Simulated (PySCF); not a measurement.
## Exercise with solution: entropy of an ideal gas

Si(H)(OH)2(NH2) (H5NO2Si), SMILES O[SiH](O)N.

Coordinates come from a B3LYP-D3(BJ)/def2-SVP optimisation. Other conformers were not sampled.

B3LYP-D3(BJ)/def2-SVP (PySCF 2.14.0) gives the harmonic wavenumbers 134, 181, 210, 307, 350, 363, 421, 735, 789, 811, 821, 847, 905, 950, 995, 1540, 2244, 3568, 3662, 3868, 3878 cm⁻¹ and the rotational temperatures 0.3392, 0.2895, 0.1813 K. The molar mass is 79.13 g/mol, the symmetry number 1, the spin multiplicity 1.

Work out the entropy at 298.15 K and 1 atm in the rigid-rotor, harmonic-oscillator model.


Translation (Sackur–Tetrode at 1 atm): S = R[1.5 ln M + 2.5 ln T − 1.16487] = 163.3 J/(mol K).
Rotation: q = (√π/σ) T^1.5/√(θA θB θC) = 68400, S = R[ln q + 3/2] = 105.0 J/(mol K).
Vibration: with u = 1.4388 ν/T, each mode gives R[u/(e^u − 1) − ln(1 − e^−u)]:
```
ν (cm⁻¹)  modes     u  S (J/(mol K))
--------  -----  ----  -------------
134           1  0.65          12.08
181           1  0.87           9.70
210           1  1.01           8.55
307           1  1.48           5.77
350           1  1.69           4.88
363           1  1.75           4.64
421           1  2.03           3.72
735           1  3.55           1.12
789           1  3.81           0.91
811           1  3.91           0.83
821           1  3.96           0.80
847           1  4.09           0.72
905           1  4.37           0.57
950           1  4.58           0.48
995           1  4.80           0.40
1540          1  7.43           0.04
```
The stiffer modes add less than 0.005 each. Sum 55.2 J/(mol K).
Spin: R ln 1 = 0.0 J/(mol K).
Total 323.5 J/(mol K); the program's own thermochemistry gives 323.5. Translation makes up 50 % and vibration 17 %. Anharmonicity, hindered rotation and orbital degeneracy are left out.
